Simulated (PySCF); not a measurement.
Structure revision by computed shifts

A compound C4H9FO3Si gives the data below (simulated from a calculation) and was assigned the structure `O[Si]1(CF)OCCCO1`.

13C{1H} NMR (computed): δ 106.8 (CH), 84.6 (CH), 64.0 (CH2, 2C).

1H NMR (300 MHz, computed): δ 5.66 (s, 1H), 4.89 (s, 3H), 4.84 (m, 1H), 4.24 (m, 2H), 4.09 (m, 2H).

How the numbers were obtained: geometry from GFN2-xTB, GIAO PBE0/pcSseg-1 shieldings, in PySCF 2.14.0 with density-fitted response routines (single conformer, non-relativistic Hamiltonian, one averaged value for each set of equivalent atoms, in vacuum).

Shifts are taken against calculated references (same method and geometry level): 1H (31.72 ppm), 13C (186.93 ppm) against TMS.

Task: Compare with the shifts computed for the proposed structure, pairing carbons in order of shift.

Result: Structure with atom numbers: `[OH:1][Si:2]1([CH2:3][F:4])[O:5][CH2:6][CH2:7][CH2:8][O:9]1` (H(Xn): hydrogen on atom n).

```csv
atom,computed for proposal,given list,difference
C3,80.9,106.8,-25.9
C6,68.9,84.6,-15.7
C8,68.9,64.0,+4.9
C7,35.9,64.0,-28.1
```

The rms difference is 20.8 ppm and the largest -28.1 ppm at C7 (sp3 CH2 in a ring). The carbon types in order of shift don't match either: CH2, CH2, CH2, CH2 for the proposal against CH, CH, CH2, CH2 in the data. The proposal doesn't fit.

Task: Which isomer fits?

Result: `C1[C@H](F)CO[C@H](O[SiH3])O1`.

- Carbon types of the structure: 2 × CH, 2 × CH2, leaving 3 H on heteroatoms.
- δC 106.8: sp3 carbon bearing two oxygens; 3 electronegative neighbours deshield it.
- δC 84.6: sp3 CH bonded to F; deshielded by the electronegative neighbour.
- δC 64.0: sp3 CH2 bonded to O; deshielded by the electronegative neighbour.
- δH 4.24, 4.09: hydrogen on an sp3 CH2 bonded to O; its carbon carries O, which withdraws density.

The shifts were computed for this structure.

Splittings by 19F in the carbon and heteronuclear signals aren't shown, as no couplings were computed. Shifts are as computed. Against solution values, carbons near 30 ppm lie about +3 ppm off and those near 130 ppm about +5 ppm. Of 1309 compounds with measured shifts, 239 miss one by over three times the rms of a fit or turn the order of signals round; such compounds aren't used in these exercises. Multiplicities follow the n + 1 count of equivalent neighbours, as no J values were calculated; m marks all less simple cases, F and P coupling included.
